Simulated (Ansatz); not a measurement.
Consider the germylene formation by 1,1-elimination: `[OH][GeH2][SiH2]S` → `[GeH2]` + `O[SiH2]S`.

Isolated molecules relaxed with PBE0-D4/def2-TZVP in Ansatz; ΔE leaves out vibrations. CCSD(T)/CBS is the MP2 limit (def2-TZVPP, def2-QZVPP) plus CCSD(T) − MP2 in def2-TZVPP, frozen cores. DFT in def2-TZVPP. For Ge outer-core shells are correlated without core-valence functions, which leaves a few kJ/mol of doubt a bond. Scalar relativity is left out up to krypton. One conformer a species, not always the lowest.

`[OH][GeH2][SiH2]S`:

```xyz
10

O    -1.728    0.010   -0.561
Ge   -0.067    0.499   -1.047
Si    1.192   -0.509    0.705
S    -0.018   -0.310    2.454
H    -2.415    0.430   -1.083
H     0.215   -0.035   -2.469
H     0.011    2.041   -1.071
H     1.502   -1.925    0.372
H     2.472    0.203    0.952
H    -1.162   -0.405    1.748
```

`[GeH2]`:

Z-matrix (Å, degrees):
```
Ge
H 1 1.595
H 1 1.594 2 90.6
```

`O[SiH2]S`:

Cartesian coordinates in Å:
```
O -0.778 -1.036 0.761
Si -0.410 0.350 -0.039
S 1.499 0.300 -0.989
H -0.688 -1.859 0.278
H -1.336 0.621 -1.167
H -0.478 1.404 0.994
H 2.190 0.221 0.161
```

(1) Is it downhill or uphill in electronic energy at CCSD(T)/CBS, and by how much? (Best estimate.)

(2) What do these levels give: PBE-D4, ωB97M-V, B2PLYP, r2SCAN, PBE0, CCSD/CBS(def2)? (Best estimate.)

Largest T1 diagnostic among the species: 0.012.

## Answers

(1) Computed: Uphill: ΔE = +105.3 kJ/mol.

(2) The calculation gave: PBE-D4 116.4, ωB97M-V 94.4, B2PLYP 94.1, r2SCAN 118.0, PBE0 111.4, CCSD/CBS(def2) 97.9 kJ/mol.

In def2-TZVPP, CCSD(T) changes the Hartree–Fock value by +45.3 kJ/mol (the triples alone add +7.4 kJ/mol) and MP2 by +58.0 kJ/mol. The D4 term adds +15.5 kJ/mol with B3LYP and +8.5 kJ/mol with PBE0; it sums over pairs of atoms, weighted by their polarisabilities, and B3LYP, whose exchange is more repulsive, gets the larger term. From PBE to PBE0 (25 % exact exchange), in def2-TZVPP and without D4, ΔE moves by +4.6 kJ/mol.

B3LYP here is the variant with VWN-RPA as its local correlation; programs differ in this.
